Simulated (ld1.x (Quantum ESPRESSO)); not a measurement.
# Transferability test, TM potential for I (Z = 53)

```
Element                 : iodine (I)
Generator               : ld1.x (Quantum ESPRESSO) 7.5
Type                    : norm-conserving Troullier–Martins (Kleinman–Bylander form)
Functional              : LDA (PZ)
Relativity              : scalar-relativistic
Frozen core             : [Kr]
Valence charge          : 17
Reference configuration : 4d10 5s2 5p5
Partial waves           : 5s (bound): rc 1.40 bohr; 4d (bound): rc 1.50 bohr; 5p (bound): rc 2.10 bohr
Local potential         : the p channel
Core correction         : none
```

Energies are relative to the spin-unpolarised reference configuration 4d10 5s2 5p5; without spin polarisation the order of configurations can differ from experiment. Spin-polarised rows fill each open shell by Hund’s rule, majority spin first. Not all tests gave a result: 1 of 9 tests not solved or not reliable. The frozen-core shift is the all-electron ΔE with the core orbitals held at their reference shape minus the fully relaxed ΔE.

```tsv
valence configuration	charge	ΔE all-electron (eV)	error AE − PS (meV)	frozen-core shift (meV)
4d10 5s2 5p3	+2	31.369	+8.5	+7.6
4d10 5s2 5p2	+3	60.983	+34	+18
4d10 5s1 5p5	+1	22.374	+1.4	+2.9
4d10 5s2 5p1	+4	100.785	+83	+36
4d10 5s2 5p5.3	-0.3	-1.829	+0.6	-0.3
4d9 5s2 5p5	+1	58.313	-290	+176
4d10 5s2 5p5 (spin-polarised)	0	-0.121	+3.5	+0.1
```

(1) What are ΔE and the potential's error for 4d10 5s2 5p4?

Levels in the configuration 4d10 5s1 5p5:

| level | all-electron (eV) | pseudo (eV) |
| --- | --- | --- |
| 4d | -61.197 | -61.257 |
| 5s | -27.280 | -27.269 |
| 5p | -16.124 | -16.109 |

Results:

(1) ΔE = 11.305 eV all-electron; the error (AE − PS) is -0.1 meV.

A variational frozen-core shift is positive and of second order in the change. This column holds negative values, so the frozen-core run of ld1.x carries numerical noise or an error of first order here, and the column gives no more than the rough size of the effect.
